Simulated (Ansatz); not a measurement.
The cluster Rb₃⁺. The state is a singlet with charge 1. Geometry B3LYP/def2-TZVP, basis def2-TZVP, Ansatz.

```xyz
3

Rb    0.189    1.339    2.356
Rb   -0.168    1.377   -2.335
Rb   -0.021   -2.716   -0.020
```

```
run  HOMO (eV)  LUMO (eV)
  A      -5.55      -4.17
  B      -6.07      -4.05
  C      -5.77      -4.36
  D      -5.74      -4.55
  E      -6.05      -4.27
```

In the def2 sets Rb takes a core potential; there is no spin–orbit coupling. B3LYP takes the VWN-RPA correlation. HSE06 is defined as in plane-wave codes, on full-range PBE exchange. The structure comes from a short search, and lower isomers may exist.

The runs used B3LYP, HSE06, PBE, PBE0, r2SCAN. Estimate which is which.

A r2SCAN (0 % exact exchange); B PBE0 (25 % exact exchange); C HSE06 (range-separated); D PBE (0 % exact exchange); E B3LYP (20 % exact exchange). Exact exchange lowers occupied and raises empty levels; among semilocal functionals meta-GGAs tend to open the gap a little, and such runs are hard to tell apart. The gap grows from 1.20 eV (PBE) to 2.02 eV (PBE0). The restricted singlet is unstable towards broken spin symmetry in Hartree–Fock (as tested in another run); at r2SCAN/def2-TZVP, PBE0/def2-TZVP, HSE06/def2-TZVP, PBE/def2-TZVP and others this wasn't settled.
